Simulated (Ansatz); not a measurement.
Start from `O[SiH](O)N[SiH](F)F` and change one atom or group to get `N[SiH](O)O`.

Ansatz, PBE0-D4/def2-TZVP geometries, multiplicity 1. Each molecule was computed in one conformer, which needn't be the lowest.

```tsv
property	`O[SiH](O)N[SiH](F)F`
size of the dipole moment (PBE/def2-TZVPP) / D	2.11
HOMO–LUMO gap (B3LYP/def2-TZVPP) / eV	8.48
LUMO energy (PBE0/def2-TZVPP) / eV	0.61
LUMO energy (B3LYP/def2-TZVPP) / eV	0.27
HOMO–LUMO gap (PBE0/def2-TZVPP) / eV	9.07
size of the dipole moment (B3LYP/def2-TZVPP) / D	2.18
```

Q: Give the same properties after the change, and the shifts. (Best estimate.)

A: Ansatz gave: 
```tsv
property	`N[SiH](O)O`	shift
size of the dipole moment (PBE/def2-TZVPP) / D	2.99	0.88
HOMO–LUMO gap (B3LYP/def2-TZVPP) / eV	7.80	-0.68
LUMO energy (PBE0/def2-TZVPP) / eV	0.66	0.05
LUMO energy (B3LYP/def2-TZVPP) / eV	0.27	0.00
HOMO–LUMO gap (PBE0/def2-TZVPP) / eV	8.43	-0.64
size of the dipole moment (B3LYP/def2-TZVPP) / D	3.03	0.85
```

With PBE0 the HOMO rises by 0.69 eV and the LUMO rises by 0.05 eV, so the gap narrows by about 0.64 eV. PBE moves the HOMO by 0.72 eV and ωB97M-V by 0.64 eV. Dipoles are sizes alone; their direction can turn.

B3LYP here is the variant with VWN-RPA as its local correlation; programs differ in this.
